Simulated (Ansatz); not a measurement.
# Match the barriers

Saddle point of SiNH₃F₂, closed shell (SiF₂ + NH₃ → SiNH₃F₂ ([NH2][SiH]([F])[F]); bonds formed: Si1–H4; dative contacts that become bonds: Si1–N5; bonds broken: H4–N5), PBE0-D4/def2-TZVP structure:

Si1  (-0.305, -0.901, -0.333)
F2  (1.077, -1.250, -1.069)
F3  (-1.313, -0.473, -1.503)
H4  (-0.214, -0.476, 1.229)
N5  (0.166, 0.668, 0.513)
H6  (-0.525, 1.398, 0.645)
H7  (1.114, 1.035, 0.518)
(Å)

Program: Ansatz 0.2.0. Basis: def2-TZVPP, with def2-QZVPP for the basis limit. Cores are frozen in the correlated methods. Extrapolation: Hartree–Fock as exp(−7.88 √X), correlation as X^−2.97. Four methods, as single points on the PBE0-D4 structures, gave these electronic barriers from the start structure: 165.3, 172.2, 199.0, 235.8 kJ/mol.

(1) The methods were, in alphabetical order, BHLYP-D4, BLYP-D4, HF, PBE0-D4. Which gave which? (Judge from chemistry; the calculation decides.)

The T1 diagnostic stays at or below 0.014. The restricted Hartree–Fock reference is unstable towards an unrestricted one at one or more of these structures.

## Answers

(1) The calculation gives: BLYP-D4 165.3; PBE0-D4 172.2; BHLYP-D4 199.0; HF 235.8 kJ/mol. For comparison, CCSD(T) at an estimated basis limit (MP2 extrapolated from triple and quadruple zeta, plus CCSD(T) − MP2 in triple zeta) gives 181.7 kJ/mol.

Losses and insertions of silylenes and their heavier kin drive the gas-phase chemistry of silicon and germanium vapour deposition.

Labels in which every atom is bracketed show which atoms are joined, not bond orders.

For scale, one of the runs: CCSD(T)/def2-TZVPP, 177 basis functions, launched by `ansatz run in.yaml --threads 2 --pin off --events-out ev --progress --plain --max-ram 4352MiB`. The run took 57 s on 2 CPU threads of an Arm Neoverse V1 (shared host), with 1.7 GiB of host memory at its peak.
